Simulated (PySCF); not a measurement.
C4H8ClF, SMILES [C@@H](C(C)C)(F)Cl.

The structure is a stationary point at PBE0-D3(BJ)/def2-SVP. One conformer was computed; it need not be the lowest.

Vertical ionisation energy (IE) and electron affinity (EA) in eV. Rows of orbital energies are one-electron estimates. Where ΔSCF, EOM or ADC give a negative EA the extra electron is unbound and the value depends on the basis.

| level | IE | EA |
|---|---|---|
| −ε(HOMO), −ε(LUMO), PBE0/def2-TZVP (PySCF) | 8.58 | -0.86 |
| −ε(HOMO), −ε(LUMO), PBE/def2-TZVP (PySCF) | 7.13 | 0.28 |
